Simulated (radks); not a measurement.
Question: Excited configurations of Zr II: one electron is placed in a higher orbital outside [Kr] 4d2. The ground configuration is [Kr] 4d2 5s1. Calculated with a radial shooting solver on a logarithmic mesh with Libxc functionals: scalar-relativistic Kohn-Sham, PBE, spin-unpolarised, spherical densities, point nucleus. Excitation = E - E(ground); binding = E(ion) - E, where the ion is the core of charge +2; n* = 2/sqrt(2 binding) in atomic units, and the quantum defect is n - n*.

outer orbital  excitation (eV)  binding (eV)     n*  quantum defect  eigenvalue (eV)  <r> (bohr)
4f                       9.371         3.569  3.905           0.095           -2.496       8.429
5p                       3.716         9.225  2.429           2.571           -6.849       4.237
5d                       7.798         5.142  3.253           1.747           -3.789       6.753
5f                      10.501         2.440  4.723           0.277           -1.821       14.29
6s                       7.096         5.844  3.052           2.948           -4.614       7.268
6d                       9.806         3.135  4.167           1.833           -2.415       12.19
7s                       9.532         3.408  3.996           3.004           -2.726       12.47
7d                      10.836         2.104  5.085           1.915           -1.672       18.94
7f                      11.645         1.295  6.482           0.518           -1.036       30.25

Estimate the row for 6f.

Answer: excitation (eV) 11.198; binding (eV) 1.742; n* 5.589; quantum defect 0.411; eigenvalue (eV) -1.359; <r> (bohr) 21.54. The Delta-SCF ionisation energy is 12.940 eV (NIST Atomic Spectra Database: 13.130 eV, measured). Self-interaction in the functional shifts the binding energies and quantum defects, so they are the method's values and not measured ones. Spin polarisation and multiplet splitting are left out, so open shells lie too high by an amount that depends on their filling.

Beside tabulated values, note that spin-unpolarised runs miss the spin-polarisation part of the exchange energy of open shells.
